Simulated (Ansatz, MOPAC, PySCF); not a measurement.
Ligands exchanged one at a time, Ga F-OH. Gas-phase values, no solvent. One relaxed conformer stands for each flexible species; it need not be the lowest. Strings in code marks are SMILES.

Quantity: vertical ionisation energy (energy after one electron is removed minus that of the parent at the parent's geometry), in eV.

Level 1: frozen-core MP2/cc-pVTZ // PBE0-D4/def2-TZVP (Ansatz, a first-principles code)
Level 2: minus the HOMO energy of B3LYP/6-31G* // PBE0-D4/def2-TZVP (PySCF)
Level 3: minus the HOMO energy of HF/6-31G* // PBE0-D4/def2-TZVP (PySCF)
Level 4: minus the HOMO energy of PM6 // PBE0-D4/def2-TZVP (MOPAC)

```tsv
species	level 1	level 2	level 3	level 4
`[OH][Ga]([F])[F]` (H–O–Ga–F torsion 180°)	13.07	9.36	14.33	13.21
`[OH][Ga]([OH])[F]` (H–O–Ga–F torsion 0°, F–Ga–O–H torsion -180°)	12.56	8.70	13.67	12.42
```
